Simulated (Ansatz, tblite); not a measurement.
Cost and result up the ladder for Ge₁₃H₂₀, a cluster cut from cubic germanium (33 atoms). Charge 0, multiplicity 1. Geometry: PBE-D4/def2-SVP.

```xyz
33

Ge    2.6980    2.1076   -1.2234
Ge   -3.7518   -1.0448   -0.9635
Ge   -1.0275    2.4067    0.0458
Ge    0.1399   -0.8159   -2.1138
Ge    3.1034   -1.4452    0.5298
Ge   -0.7267   -1.2622    1.7400
Ge    1.8184    1.6546    2.6771
Ge   -2.1314   -1.4786   -2.7420
Ge    0.3699    1.6002   -1.7931
Ge    3.3088    0.9712    0.8581
Ge   -3.0147   -1.9365    1.1903
Ge   -0.5037    1.1519    2.0794
Ge    0.7851   -1.9713   -0.0524
H     2.8766    3.6470   -1.0615
H     3.6433    1.6344   -2.3678
H    -5.1148   -1.6950   -1.3457
H    -3.9794    0.4883   -0.8361
H    -0.6982    3.9097    0.2941
H    -2.5390    2.3024   -0.3071
H     1.1174   -1.2418   -3.2560
H     4.0547   -1.9146   -0.6116
H     3.5065   -2.2007    1.8316
H    -0.3022   -1.9719    3.0658
H     1.9748    3.1810    2.9480
H     2.2103    0.8953    3.9798
H    -2.5672   -0.7442   -4.0454
H    -2.1255   -3.0078   -3.0426
H    -0.0209    2.3385   -3.1118
H     4.7821    1.3255    1.2315
H    -3.9955   -1.4849    2.3138
H    -3.0601   -3.4927    1.1226
H    -1.4527    1.6035    3.2336
H     0.6219   -3.5099   -0.2672
```

Ansatz on 4 threads of AMD EPYC 7R13 on a shared host and a share (37 GiB) of an NVIDIA H100 80GB HBM3; xTB runs through tblite on one thread. Times are rough, summed over both states, and most runs start from the orbitals of an earlier one. PBE0-D4/def2-TZVP serves as the yardstick here, not as an exact answer. The other state is a doublet.

The xTB rows come from tblite. Single mean-field runs in def2-TZVP are fitted with def2-universal-jkfit.

Raw xTB energies of ions are shifted by several eV.

```json
{"level": "GFN1-xTB", "functions": "157", "wall time": "0.37 s", "vertical IE (eV)": "13.07", "difference from PBE0-D4/def2-TZVP (eV)": "4.76"}
{"level": "GFN2-xTB", "functions": "137", "wall time": "0.37 s", "vertical IE (eV)": "11.71", "difference from PBE0-D4/def2-TZVP (eV)": "3.40"}
{"level": "PBE-D4/def2-TZVP", "functions": "744", "wall time": "26 s", "vertical IE (eV)": "7.89", "difference from PBE0-D4/def2-TZVP (eV)": "-0.42"}
{"level": "PBE0-D4/def2-TZVP", "functions": "744", "wall time": "35 s", "vertical IE (eV)": "8.31", "difference from PBE0-D4/def2-TZVP (eV)": "0.00"}
{"level": "BHLYP-D4/def2-TZVP (with forces)", "functions": "744", "wall time": "38 s", "vertical IE (eV)": "8.59", "difference from PBE0-D4/def2-TZVP (eV)": "0.28"}
```
